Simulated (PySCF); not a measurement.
SMILES S1[SH+]SSSSSS1 (charge +1) (PBE0/def2-SVP optimised geometry):

```
9

S      0.882     0.757    -4.215
S     -0.213    -0.955    -4.564
S      0.549    -2.366    -3.219
S     -0.863    -2.713    -1.814
S     -0.500    -1.574     0.000
S     -0.864     0.568     0.000
S      0.549     1.574    -1.041
S     -0.213     1.963    -2.951
H      0.864    -1.574     0.000
```

Calculation: PBE0/def2-TZVP (PySCF).

**Question.** What are the frontier orbital energies?

**Answer.** HOMO-2 -12.06 eV, HOMO-1 -11.80 eV, HOMO -11.73 eV, LUMO -7.74 eV, LUMO+1 -7.01 eV.

On the same geometry PBE/def2-TZVP (PySCF 2.14.0) gives HOMO-2 -10.95 eV, HOMO-1 -10.74 eV, HOMO -10.66 eV, LUMO -8.40 eV, LUMO+1 -7.78 eV.

Meta-Löwdin charges at PBE0/def2-TZVP: S1 0.08, S2 0.06, S3 0.10, S4 0.07, S5 0.30, S6 0.07, S7 0.10, S8 0.06, H9 0.15.
